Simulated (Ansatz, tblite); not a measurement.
Forces on the cluster Sn₂F₃ at its PBE0-D4/def2-SVP geometry. The state is a doublet with charge 0.

In the def2 sets Sn takes a core potential; there is no spin–orbit coupling. The xTB rows come from tblite. The structure comes from a short search, and lower isomers may exist.

GFN1-xTB (tblite), largest force 0.29 eV/Å:

```xyz
5
positions Å, forces eV/Å
Sn    1.472    0.815   -1.222   -0.169   -0.093    0.122
Sn   -1.237   -0.663    0.339    0.238    0.128   -0.084
F     0.635   -1.096   -0.595    0.109   -0.228   -0.138
F    -0.560    1.171   -0.523   -0.130    0.225   -0.123
F    -0.309   -0.227    2.001   -0.047   -0.032    0.223
```

GFN2-xTB (tblite), largest force 2.25 eV/Å:

```
Sn 1.123 0.609 -0.527
Sn -1.987 -1.053 0.155
F 0.758 -0.965 -0.341
F -0.376 1.186 -0.272
F 0.482 0.223 0.985
```

PBE-D4/def2-TZVP (Ansatz), largest force 0.37 eV/Å:

```
Sn 0.216 0.117 -0.103
Sn -0.293 -0.155 0.012
F 0.178 -0.322 -0.073
F -0.166 0.332 -0.053
F 0.065 0.027 0.217
```
